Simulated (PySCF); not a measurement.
Sn(H)3(SH) (H4SSn), SMILES [SH][SnH3]. Atoms are numbered in the order given.

```xyz
6

Sn     0.0008     0.5691     0.0000
S     -0.0807    -1.8586     0.0000
H      0.8139     1.1144    -1.4024
H     -1.6344     1.0539     0.0000
H      0.8139     1.1144     1.4024
H      1.2556    -2.0025     0.0000
```
Charge 0, spin multiplicity 1.

Coordinates come from a B3LYP-D3(BJ)/def2-TZVP optimisation. The def2 effective core potentials stand for the cores of Sn; spin–orbit coupling is left out.

Method: PySCF with B3LYP-D3(BJ)/def2-TZVP.

Frequencies are harmonic and unscaled.

List the normal modes with their intensities. (An estimate is asked for; the answer gives what the named calculation found.)


```json
[
 {"mode": "1", "ν (cm⁻¹)": "115", "IR (km/mol)": "11.6", "moving atoms (share of kinetic energy)": "H 98 %"},
 {"mode": "2", "ν (cm⁻¹)": "343", "IR (km/mol)": "28.8", "moving atoms (share of kinetic energy)": "S 76 %, Sn 22 %"},
 {"mode": "3", "ν (cm⁻¹)": "425", "IR (km/mol)": "28.0", "moving atoms (share of kinetic energy)": "H 97 %"},
 {"mode": "4", "ν (cm⁻¹)": "462", "IR (km/mol)": "23.8", "moving atoms (share of kinetic energy)": "H 95 %"},
 {"mode": "5", "ν (cm⁻¹)": "685", "IR (km/mol)": "207.0", "moving atoms (share of kinetic energy)": "H 97 %"},
 {"mode": "6", "ν (cm⁻¹)": "707", "IR (km/mol)": "61.7", "moving atoms (share of kinetic energy)": "H 99 %"},
 {"mode": "7", "ν (cm⁻¹)": "711", "IR (km/mol)": "90.9", "moving atoms (share of kinetic energy)": "H 98 %"},
 {"mode": "8", "ν (cm⁻¹)": "731", "IR (km/mol)": "9.0", "moving atoms (share of kinetic energy)": "H 96 %"},
 {"mode": "9", "ν (cm⁻¹)": "1922", "IR (km/mol)": "94.5", "moving atoms (share of kinetic energy)": "H 100 %"},
 {"mode": "10", "ν (cm⁻¹)": "1923", "IR (km/mol)": "176.3", "moving atoms (share of kinetic energy)": "H 99 %"},
 {"mode": "11", "ν (cm⁻¹)": "1948", "IR (km/mol)": "137.6", "moving atoms (share of kinetic energy)": "H 99 %"},
 {"mode": "12", "ν (cm⁻¹)": "2672", "IR (km/mol)": "0.8", "moving atoms (share of kinetic energy)": "H 97 %"}
]
```
